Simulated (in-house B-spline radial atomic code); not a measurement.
A radial electron density 4πr²n(r) was computed for an atom or ion in its tabulated ground configuration with a B-spline radial code for spherical atoms; method: Dirac-Hartree-Fock, average of configuration. Columns: r (bohr), 4πr²n(r) (electrons per bohr), bar.

```
 0.00269   0.5439 #
  0.0032   0.7503 #
 0.00381    1.032 ##
 0.00453     1.41 ##
 0.00538    1.912 ###
  0.0064    2.582 ####
 0.00761    3.455 ######
 0.00905    4.582 ########
  0.0108    6.038 ##########
  0.0128     7.77 #############
  0.0152     9.87 #################
  0.0181    12.35 #####################
  0.0215    15.06 ##########################
  0.0256    17.93 ###############################
  0.0304    20.64 ###################################
  0.0362    22.96 #######################################
   0.043    24.46 ##########################################
  0.0511    24.87 ###########################################
  0.0608    24.06 #########################################
  0.0723    22.21 ######################################
   0.086     19.9 ##################################
   0.102    18.06 ###############################
   0.122    17.52 ##############################
   0.145    18.84 ################################
   0.172    21.53 #####################################
   0.204    24.38 ##########################################
   0.243    25.72 ############################################
   0.289    24.19 #########################################
   0.344    19.71 ##################################
   0.409    13.74 ########################
   0.486    8.339 ##############
   0.578    4.932 ########
   0.687    3.582 ######
   0.817    3.183 #####
   0.972     2.65 #####
    1.16    1.712 ###
    1.37   0.8383 #
    1.63   0.2765 
    1.94  0.05928 
    2.31 0.007672 
    2.75 0.000553 
    3.27 2.045e-05
```

Q: Which atom or ion is it?
A. Sc10+
B. Sc9+
C. K9+
D. Ti9+

A: B. The area under the curve, ∫4πr²n dr = ∫r·4πr²n d(ln r) on this logarithmic grid, is 12 electrons, which only this option has. The configuration is [Ne] 3s2.
